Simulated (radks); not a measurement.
Results of a calculation; reference values are marked as such.
Valence configurations of the lanthanum ion La+ (all share [Xe]). Code: a radial shooting solver on a logarithmic mesh with Libxc functionals. Model: Dirac Kohn-Sham, LDA (Slater exchange, Perdew-Wang correlation), spin-unpolarised, spherical densities, point nucleus; open shells fill j = l - 1/2 first. Energies are relative to 5d2; eigenvalues in eV.

valence,E (eV),e(4f5/2),e(5d3/2),e(6p1/2),e(6s1/2)
5d2,0.000,-,-7.415,-,-
5d1 6p1,2.795,-,-9.506,-6.235,-
5d1.5 6p0.5,1.285,-,-8.462,-5.684,-
4f2,4.101,-2.420,-,-,-
4f1 6p1,2.787,-6.531,-,-5.906,-
4f1 5d1,0.812,-3.931,-6.356,-,-
5d1 6s1,-0.046,-,-8.780,-,-8.579
4f0.5 5d1.5,-0.037,-5.967,-6.853,-,-
6s2,0.443,-,-,-,-9.435
4f1.5 6s0.5,1.834,-3.319,-,-,-7.446

NIST lists [Xe] 5d2 as the ground configuration; this level of theory puts 5d1 6s1 lower, by 0.046 eV. The energies are those of spherical spin-averaged densities, not of single terms.
